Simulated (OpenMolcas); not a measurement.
**Mn2+ in a point-charge field**

Mn2+ among 6 point charges of -1 e arranged as a trigonal prism (D3h), 2.23 Å from the ion, with a polar angle of 55.0° against the regular 49.1°.

- Program: OpenMolcas
- Method: CASSCF
- Basis: ANO-RCC-VDZP [5s4p2d1f]
- Scalar Hamiltonian: DKH2, point nucleus
- Active space: 5 electrons in 5 orbitals (3d)
- State averaging: 2S+1 = 6 even, 1 root; 2S+1 = 4 even, 24 roots; 2S+1 = 2 even, 75 roots
- Spin-orbit coupling: state interaction with AMFI integrals over the reference wave functions

The lowest spin-free states (labels of D3, the rotations of D3h), above the lowest:

| State | Degeneracy | E (cm-1) | Free-ion L (%) |
| --- | --- | --- | --- |
| 6A1 | 1 | 0.0 | S (100) |
| 4E | 2 | 31537 | G (95) |
| 4E | 2 | 31754 | G (100) |
| 4A1 | 1 | 31775 | G (100) |
| 4A2 | 1 | 31818 | G (100) |
| 4E | 2 | 31825 | G (100) |
| 4A1 | 1 | 31831 | G (100) |
| 4A2 | 1 | 36636 | P (100) |
| 4E | 2 | 36916 | P (95) |
| 4A1 | 1 | 39452 | D (100) |
| 4E | 2 | 39531 | D (100) |
| 4E | 2 | 39542 | D (100) |
| 2E | 2 | 45036 | I (98) |
| 2E | 2 | 45041 | I (98) |
| 2A1 | 1 | 45058 | I (98) |
| 2A2 | 1 | 45070 | I (98) |
| 2E | 2 | 45165 | I (100) |
| 2E | 2 | 45167 | I (99) |
| 2A1 | 1 | 45248 | I (100) |
| 2S+1 = 2 | 2 | 45281 | I (100) |

The lowest levels with spin-orbit coupling:

| E (cm-1) | Degeneracy | Label | 2S+1 | g |
| --- | --- | --- | --- | --- |
| 0.0 | 4 |  | 6 |  |
| 0.1 | 2 | E1/2 | 6 | 2.00 6.01 6.01 |
| 31520 | 2 | E1/2 | 4 | 2.83 2.86 2.86 |
| 31530 | 2 | E1/2 | 4 | 1.18 3.18 3.18 |
| 31537 | 2 | E3/2 | 4 | 0.00 0.00 4.00 |
| 31551 | 2 | E1/2 | 4 | 0.00 0.00 8.00 |
| 31740 | 2 | E1/2 | 4 | 0.25 0.25 2.00 |
| 31752 | 2 | E1/2 | 4 | 0.41 0.41 5.98 |
| 31756 | 2 | E1/2 | 4 | 0.00 0.00 13.87 |
| 31758 | 2 | E3/2 | 4 | 0.00 0.00 9.91 |
| 31772 | 2 | E1/2 | 4 | 1.95 4.32 4.32 |
| 31777 | 2 | E3/2 | 4 | 0.00 0.00 5.96 |
| 31814 | 2 | E1/2 | 4 | 0.00 0.00 2.07 |
| 31815 | 2 | E3/2 | 4 | 0.00 0.00 10.07 |
| 31818 | 2 | E1/2 | 4 | 4.25 5.43 5.43 |
| 31820 | 2 | E3/2 | 4 | 0.00 0.00 1.90 |
| 31827 | 2 | E1/2 | 4 | 3.30 4.31 4.31 |
| 31833 | 2 | E3/2 | 4 | 0.00 0.00 1.86 |
| 31834 | 2 | E1/2 | 4 | 0.18 0.18 1.55 |
| 31840 | 2 | E1/2 | 4 | 1.15 1.15 8.63 |

Powder χT (cm3 K/mol): 4.39 at 2 K, 4.39 at 10 K, 4.39 at 50 K, 4.39 at 100 K, 4.39 at 200 K, 4.39 at 300 K. The effective moment at 300 K is 2.828 √(χT) = 5.92 μB.

The lowest level has 2S+1 = 6, for which the spin-only value is χT = S(S+1) / 2 = 4.375 cm3 K/mol (g = 2). The computed 4.386 at 300 K differs by +0.011, little more than the free-electron g of 2.0023 accounts for.

Without dynamic correlation the repulsion within the d shell is too large (B by tens of per cent), so at a given field states of lower spin stand too high. Point charges carry no covalency, so the field is a model and not that of real ligands. No measured value stands beside these numbers.

A state without a sure symmetry label is named by its multiplicity alone.
